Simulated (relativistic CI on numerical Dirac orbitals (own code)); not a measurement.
## Spin-allowed bands of a d2 ion in an octahedral site, by hand

Problem. Take Δ = 29600 cm⁻¹ and B = 680 cm⁻¹ for a d2 ion in an octahedral site. Calculate the three spin-allowed bands.

Working.
1. The terms of highest spin are 3F (energy 0) and 3P (15B = 10200 cm⁻¹). Here the F term splits into A2 at +1.2Δ = 35520, T2 at +0.2Δ = 5920 and T1 at −0.6Δ = -17760 cm⁻¹.
2. The two T1 states mix through the element 0.4Δ: H = [[-17760, 11840], [11840, 10200]], with roots ½(H₁₁ + H₂₂) ∓ ½√[(H₂₂ − H₁₁)² + 4H₁₂²] = ½(-7560) ∓ ½(36640) = -22100 and 14540 cm⁻¹.
3. The ground term is 3T1 at -22100 cm⁻¹.
4. Bands: 3T2 28020 cm⁻¹ (357 nm), 3T1(P) 36640 cm⁻¹ (273 nm), 3A2 57620 cm⁻¹ (174 nm).

Check. Exact diagonalisation of the whole d2 shell with these parameters gives 3T2 28020, 3T1 36640, 3A2 57620 cm⁻¹. The match is exact, since without spin-orbit coupling no other term has this spin. The ratio of the second band to the first, 1.308, depends on Δ/B = 43.5 alone, which is how a Tanabe-Sugano diagram is read.
